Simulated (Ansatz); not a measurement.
Reactions of C$_{9}$H$_{21}$ClSi (`CC(C)[Si](Cl)(C(C)C)C(C)C`).

Isolated molecules relaxed with PBE0-D4/def2-TZVP in Ansatz; ΔE leaves out vibrations. CCSD(T)/CBS adds triple-zeta CCSD(T) − MP2 to the extrapolated MP2 energy (def2 sets, frozen cores). This one scheme is used for every species, atoms too. DFT in def2-TZVPP. Open shells (•) are unrestricted, without spin–orbit coupling. Spin–orbit coupling would lower the free atoms: a little for C, Cl, Si. One conformer a species, not always the lowest.

```csv
reaction,ωB97X-V (eV),CCSD(T)/CBS(def2) (eV)
`CC(C)[Si](Cl)(C(C)C)C(C)C` → `CC(C)C(C)C` + `CC(C)[Si]Cl`,2.39,2.27
`CC(C)[Si](Cl)(C(C)C)C(C)C` → 9 C• + Cl• + 21 H• + Si•,131.04,130.77
`CC(C)[Si](Cl)(C(C)C)C(C)C` + HCl → `CC(C)[Si](Cl)(Cl)C(C)C` + propane,-1.23,-1.20
`CC(C)[Si](Cl)(C(C)C)C(C)C` + H–F → `CC(C)[Si](F)(C(C)C)C(C)C` + HCl,-0.35,-0.28
`CC(C)[Si](Cl)(C(C)C)C(C)C` → `CC(C)Cl` + `CC(C)[Si]C(C)C`,4.13,4.02
```

Largest T1 diagnostic: 0.012, for Si•.
